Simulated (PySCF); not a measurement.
Ir³¹⁺: ionisation energy

Ir³¹⁺ [Kr] 4d10 → Ir³²⁺ [Kr] 4d9 [4d3/2^4 4d5/2^5, M_J = 5/2], as a difference of total energies. All numbers are calculated (PySCF 2.14, the two-component X2C-1e Hamiltonian, in an even-tempered Gaussian basis (17 s from 2.9 bohr⁻², ratio 2.8; 14 p from 3.8 bohr⁻², ratio 2.8; 10 d from 3.8 bohr⁻², ratio 2.8; 3 f from 19 bohr⁻², ratio 3)). Correlated levels: [Ar] 3d10 frozen; the 102 highest virtual spinors dropped. "Screened" scales the spin-orbit matrix elements by Boettger's factors to mimic the two-electron term; Breit and QED terms are absent.

```
                    method  ionisation energy (eV)
 GHF (screened spin-orbit)                  1329.9
GMP2 (screened spin-orbit)                  1330.2
```

Breit and QED terms and the two-electron picture change are absent.

For comparison: 1331 ± 4 eV (theoretical estimate listed by NIST; NIST Atomic Spectra Database, ionization energies).
